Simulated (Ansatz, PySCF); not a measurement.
C2H2F, SMILES [CH]=CF, multiplicity 2. Atoms are numbered in the order given.

```xyz
5

C      0.1036    -1.2631     0.0000
C     -0.4436    -0.0847     0.0000
F      0.2812     1.0685     0.0000
H      1.0444    -1.7801     0.0000
H     -1.5080     0.1143     0.0000
```
Charge 0, spin multiplicity 2.

The structure is a stationary point at B3LYP-D3(BJ)/def2-TZVP. The isomer is the one that the SMILES or the coordinates give; other isomers of the formula were not compared.

Two levels are set side by side: PBE-D3(BJ)/def2-TZVP (Ansatz, a first-principles code) and B3LYP-D3(BJ)/def2-TZVP (Ansatz). Each level has its own optimised geometry; the coordinates shown are those of the second. Frequencies come from the Hessian of PySCF at each geometry. Differences are taken from unrounded values.

| quantity | B3LYP-D3(BJ) |
|---|---|
| mean bond length (Å) | 1.204 |
| bond C1–C2 (Å) | 1.299 |
| bond C2–F3 (Å) | 1.362 |
| bond C1–H4 (Å) | 1.073 |
| bond C2–H5 (Å) | 1.083 |
| highest harmonic wavenumber (cm⁻¹) | 3313 |
| mean harmonic wavenumber (cm⁻¹) | 1472 |
| zero-point energy (kcal/mol) | 18.94 |

Task: What does PBE-D3(BJ) give, and how far is it from B3LYP-D3(BJ)? (Estimate from the structure and the level; the computed values follow.)

Result: 
```tsv
quantity	PBE-D3(BJ)	PBE-D3(BJ) minus B3LYP-D3(BJ)
mean bond length (Å)	1.213	0.009
bond C1–C2 (Å)	1.308	0.008
bond C2–F3 (Å)	1.371	0.008
bond C1–H4 (Å)	1.081	0.008
bond C2–H5 (Å)	1.093	0.010
highest harmonic wavenumber (cm⁻¹)	3252	-60
mean harmonic wavenumber (cm⁻¹)	1424	-48
zero-point energy (kcal/mol)	18.33	-0.61
```

Exact exchange shortens and stiffens bonds; PBE has none. Differences between two approximate levels are no errors against the true value.
